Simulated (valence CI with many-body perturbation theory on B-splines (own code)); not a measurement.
Results of a calculation; reference values are marked as such.
Hyperfine factors and g values of Sn¹⁸⁺

Level of theory: valence CI with perturbative core correlation (CI+MBPT): four valence electrons over a frozen Dirac-Fock core [Ar] 3d10, a basis of 11 s, 11 p, 9 d, 7 f, 5 g, 2 h, 1 i functions for each j, with the one-electron correlation potential Σ1 (screened to all orders), the two-electron term Σ2, the three-electron term Σ3, Breit, model QED; selected single and double excitations, second order for the rest (own B-spline code, finite nucleus).

No measured spectrum was set against this ion. As an estimate, levels hold to about 250 cm⁻¹ or 0.2 % of their energy and the worst to 1 %, as in measured heavy ions of charge 2 to 7; those with d or f electrons hold less well.

A/g_I is the dipole constant over the nuclear g factor μ/I (μ in nuclear magnetons, uniformly magnetised nucleus), B/Q the quadrupole constant per barn. Both hold the static response of the core; the bare values leave it out. Large factors of s and p1/2 electrons are usually good to 5 to 10 %; those of open d and f shells near neutrality can be off by tens of per cent, and small factors of p3/2, d and f electrons come from cancelling terms and can be off by a factor of two or in sign, in half-filled shells by more. B is blank for J = 1/2, where it vanishes, and for nearly pure S terms. Energies count from the lowest level. Levels with J = 0 are left out.

Levels are named by their leading jj configuration (3d3/2^4 stands for four electrons in 3d with j = 3/2), which in mixed levels can hold well under half, so a name can repeat and another be missing. Letters in brackets count levels of one name in rising energy.

```csv
Level,E (cm⁻¹),g,A/g_I (MHz),A/g_I bare,B/Q (MHz/b),B/Q bare
(4s^2 4p1/2 4p3/2) J=1,67700,1.500,-2720,-2740,9610,9050
(4s^2 4p1/2 4p3/2) J=2,84280,1.248,22300,21100,8900,8380
(4s^2 4p3/2^2) J=2,165200,1.251,11300,10700,10200,9620
(4s 4p1/2^2 4p3/2) J=2,387220,1.860,55800,53000,5330,5020
(4s 4p1/2^2 4p3/2) J=1,452410,0.801,-30600,-29000,16700,15800
(4s 4p1/2 4p3/2^2) J=2 [a],469630,1.346,40400,38300,21200,20000
(4s 4p1/2 4p3/2^2) J=3,493670,1.332,50600,48000,-1290,-1190
(4s 4p1/2 4p3/2^2) J=1 [a],539810,1.301,53400,50600,-17700,-16600
(4s 4p1/2 4p3/2^2) J=2 [b],546360,1.219,13800,13100,-18000,-17000
(4s 4p1/2 4p3/2^2) J=1 [b],590150,1.558,6770,6420,1610,1520
(4s 4p3/2^3) J=2,609310,1.224,46700,44300,-11200,-10600
(4s^2 4p1/2 4d3/2) J=2,659290,0.720,17800,17000,10100,9500
(4s 4p3/2^3) J=1,680480,1.333,-25600,-24300,-921,-850
(4s^2 4p1/2 4d5/2) J=3,691360,1.097,11200,10800,9480,8900
(4s^2 4p1/2 4d5/2) J=2,714940,1.270,-2310,-2060,1940,1800
(4s^2 4p1/2 4d3/2) J=1,724380,0.834,-12100,-11300,2140,2020
(4s^2 4p3/2 4d5/2) J=4,751050,1.249,4990,4770,23200,21800
(4s^2 4p3/2 4d3/2) J=2,776050,1.053,4240,4000,-2650,-2520
(4s^2 4p3/2 4d3/2) J=3,792540,1.265,8140,7770,-1750,-1640
(4s^2 4p3/2 4d3/2) J=1,792670,1.199,5690,5510,-9420,-8870
(4s^2 4p3/2 4d5/2) J=2,802810,1.303,8590,8270,-12900,-12200
(4s^2 4p3/2 4d5/2) J=3,845710,1.052,6530,6260,16800,15800
(4s^2 4p3/2 4d5/2) J=1,858340,0.969,-2890,-2560,2920,2740
(4p1/2^2 4p3/2^2) J=2,892310,1.361,11500,11100,1260,1190
(4s 4p1/2^2 4d3/2) J=1,963460,0.769,-20600,-19500,-1720,-1630
(4p1/2 4p3/2^3) J=1,971390,0.911,-18400,-17400,-4940,-4670
(4s 4p1/2^2 4d3/2) J=2,974660,1.135,19700,18900,-3350,-3180
(4p1/2 4p3/2^3) J=2,979900,1.129,22100,21000,-12500,-11800
(4s 4p1/2^2 4d5/2) J=3,995130,1.349,25400,24300,9380,8790
(4s 4p1/2 4p3/2 4d3/2) J=1 [a],1028100,1.365,28900,27500,-10800,-10200
(4s 4p1/2 4p3/2 4d3/2) J=2 [a],1029400,1.249,22200,21100,-11300,-10700
(4s 4p1/2 4p3/2 4d5/2) J=4 [a],1031000,1.371,23300,22200,13600,12700
(4s 4p1/2 4p3/2 4d3/2) J=3 [a],1033500,1.298,31600,30100,-10400,-9760
(4s 4p1/2 4p3/2 4d5/2) J=4 [b],1049400,1.366,33800,32200,4580,4300
```

Take the isotope of mass number 117, with I = 1/2, μ = -0.9995 μN. What is the hyperfine structure of (4s 4p1/2 4p3/2^2) J=3?

From the table A = -101000 MHz. Shifts from the centre of gravity in MHz: F = 5/2: 202000, F = 7/2: -152000.
